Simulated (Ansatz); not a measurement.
Born–Oppenheimer molecular dynamics of BClF2H (5 atoms, charge 0, multiplicity 2). It starts at the highest image of a converged band, a first-order saddle point between two minima.

Method: UKS PBE/def2-SVP (Ansatz).

```
ensemble                      : NVE (velocity Verlet)
time step                     : 0.5 fs
steps asked                   : 200
starting velocities drawn for : 300 K
seed                          : 3007
```

First frame:

```xyz
5
Properties=species:S:1:pos:R:3
B 0.000 0.259 0.014
Cl 0.001 0.466 2.141
F 1.150 -0.213 -0.452
F -1.151 -0.208 -0.451
H 0.000 -0.305 3.318
```

Question: What does the run give?

Answer: All steps were run.

```yaml
steps_done: 200
time_covered: 100 fs
mean_temperature_over_the_second_half: 453 K
spread_of_the_potential_energy_over_the_second_half: 12.2 meV per atom
mean_potential_energy_of_the_second_half_above_the_start: -11.8 meV per atom
```

The conserved energy stayed within 0.071 meV per atom of its start (net change 0.022 meV per atom), so the integration is sound. The kinetic energy rose, since the run started high on the potential surface and went downhill. It ends in pieces (BF2 + ClH), so much of that is their flight and rotation, not heat. A run of 0.1 ps of so small a system gives no equilibrium averages.

Question: What happens to the structure?

Answer: Between its relaxed ends the band would form Cl2–H5 and break B1–Cl2. These pairs go: Cl2–H5 1.41 → 1.32 Å, B1–Cl2 2.14 → 3.00 Å. In the last frame they stand as after the step (other bonds may differ from the relaxed reactants and products). It ends as BF2 + ClH. Pairs count as bonded within 1.25 times the sum of covalent radii (0.12 Å more for H–H). The details hang on the random start.

Question: How do temperature and energy run in time?

Answer: 
```
time (fs)  T (K)  potential energy less start (eV)  conserved less start (meV/atom)
      0.0    300                             0.000                             0.00
      5.0    136                             0.064                             0.06
     10.0    224                             0.030                             0.02
     15.0    160                             0.054                             0.04
     20.0    115                             0.072                             0.05
     25.0    223                             0.030                             0.01
     30.0     81                             0.085                             0.06
     35.0    226                             0.029                             0.00
     40.0    110                             0.074                             0.05
     45.0    138                             0.063                             0.04
     50.0    250                             0.019                             0.00
     55.0    175                             0.049                             0.05
     60.0    360                            -0.023                             0.02
     65.0    304                            -0.001                             0.05
     70.0    448                            -0.058                             0.00
     75.0    494                            -0.075                             0.00
     80.0    456                            -0.060                             0.05
     85.0    625                            -0.126                             0.02
     90.0    524                            -0.086                             0.07
     95.0    675                            -0.145                             0.02
    100.0    623                            -0.125                             0.02
```

Time of the run: 7 min on 1 thread of Arm Neoverse V1, with other jobs on the host, peak memory 0.11 GiB.
